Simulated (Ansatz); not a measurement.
Start from `[NH]=[Mo](=[NH])([NH2])[NH2]` and change one atom or group to get `C[O][Mo](=[NH])(=[NH])[NH2]`.

Ansatz, PBE0-D4/def2-TZVP geometries, multiplicity 1. Each molecule was computed in one conformer, which needn't be the lowest.

Elements past krypton have def2 core potentials.

```csv
property,`[NH]=[Mo](=[NH])([NH2])[NH2]`
HOMO energy (PBE0/def2-TZVPP) / eV,-6.63
HOMO energy (ωB97M-V/def2-TZVPP) / eV,-8.83
HOMO–LUMO gap (PBE/def2-TZVPP) / eV,3.75
size of the dipole moment (B3LYP/def2-TZVPP) / D,0.15
HOMO energy (B3LYP/def2-TZVPP) / eV,-6.41
HOMO energy (PBE/def2-TZVPP) / eV,-5.35
```

**Question.** Give the same properties after the change, and the shifts. (An estimate is asked.)

**Answer.** The calculation gave: 
```json
{"property": "HOMO energy (PBE0/def2-TZVPP) / eV", "`C[O][Mo](=[NH])(=[NH])[NH2]`": "-7.15", "shift": "-0.52"}
{"property": "HOMO energy (ωB97M-V/def2-TZVPP) / eV", "`C[O][Mo](=[NH])(=[NH])[NH2]`": "-9.38", "shift": "-0.55"}
{"property": "HOMO–LUMO gap (PBE/def2-TZVPP) / eV", "`C[O][Mo](=[NH])(=[NH])[NH2]`": "4.11", "shift": "0.36"}
{"property": "size of the dipole moment (B3LYP/def2-TZVPP) / D", "`C[O][Mo](=[NH])(=[NH])[NH2]`": "1.62", "shift": "1.47"}
{"property": "HOMO energy (B3LYP/def2-TZVPP) / eV", "`C[O][Mo](=[NH])(=[NH])[NH2]`": "-6.93", "shift": "-0.52"}
{"property": "HOMO energy (PBE/def2-TZVPP) / eV", "`C[O][Mo](=[NH])(=[NH])[NH2]`": "-5.84", "shift": "-0.49"}
```

With PBE0 the HOMO falls by 0.52 eV and the LUMO falls by 0.17 eV, so the gap widens by about 0.35 eV. PBE moves the HOMO by -0.49 eV and ωB97M-V by -0.55 eV. Dipoles are sizes alone; their direction can turn.

B3LYP here is the variant with VWN-RPA as its local correlation; programs differ in this.
